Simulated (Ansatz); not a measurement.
Correlation energies of CH7AlBFSi by basis set

```xyz
12

B    -1.324    0.384   -0.527
Si   -0.134   -0.856    0.175
C     0.495   -0.879    1.928
Al    0.335    1.118   -1.686
F     0.633    2.735   -1.511
H    -1.751    1.297    0.113
H    -1.572    0.354   -1.733
H     0.532   -1.898   -0.656
H     0.167   -1.795    2.427
H     1.586   -0.859    1.962
H     0.104   -0.026    2.485
H     0.927    0.426   -2.976
```

The species carries charge 0 and has multiplicity 1. The bonds changed during the relaxation, so this is another structure than the one it started from. The structure was optimised at the PBE0-D4/def2-TZVP level. It is one conformer, not always the lowest. Frozen core, restricted reference, Ansatz. CBS rows extrapolate triple and quadruple zeta; past MP2 they add the triple-zeta difference.

| basis | HF (Eh) | MP2 corr. | CCSD corr. | (T) | CCSD(T) total |
| --- | --- | --- | --- | --- | --- |
| def2-TZVPP | -697.04061 | -0.75355 | -0.80391 | -0.03036 | -697.87488 |
| def2-QZVPP | -697.06484 | -0.81074 | – | – | – |
| CBS(def2) | -697.06818 | -0.85311 | -0.90347 | as TZ | -698.00201 |
